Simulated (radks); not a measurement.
The nuclear charge of neutral argon is varied continuously with 18 electrons held in [Ar]. All-electron calculation, non-relativistic Kohn-Sham, r2SCAN, spin-polarised, spherical densities, point nucleus; meta-GGA in the generalised Kohn-Sham scheme. Program: a radial shooting solver on a logarithmic mesh with Libxc functionals. By the Hellmann-Feynman theorem dE/dZ = E(electron-nucleus)/Z, the electronic potential at the nucleus.

Z     E (hartree)  E(electron-nucleus)/Z (hartree)  HOMO  e(HOMO) (eV)  <r> HOMO (bohr)
17.8   -513.66913                         -68.7467    3p        -8.231            1.718
17.9   -520.56862                         -69.2430    3p        -9.459            1.687
18     -527.51772                         -69.7390    3p       -10.727            1.658
18.1   -534.51640                         -70.2346    3p       -12.035            1.631
18.2   -541.56464                         -70.7300    3p       -13.380            1.604
18.3   -548.66240                         -71.2251    3p       -14.764            1.579
18.4   -555.80965                         -71.7199    3p       -16.186            1.554
18.5   -563.00637                         -72.2145    3p       -17.644            1.531
18.6   -570.25254                         -72.7089    3p       -19.139            1.508
18.7   -577.54814                         -73.2030    3p       -20.671            1.486
18.8   -584.89314                         -73.6970    3p       -22.238            1.465
18.9   -592.28753                         -74.1908    3p       -23.841            1.445
19     -599.73128                         -74.6844    3p       -25.480            1.425

The central difference of E at Z = 18 is -69.739 hartree, to compare with the third column; the second derivative is -4.96 hartree.
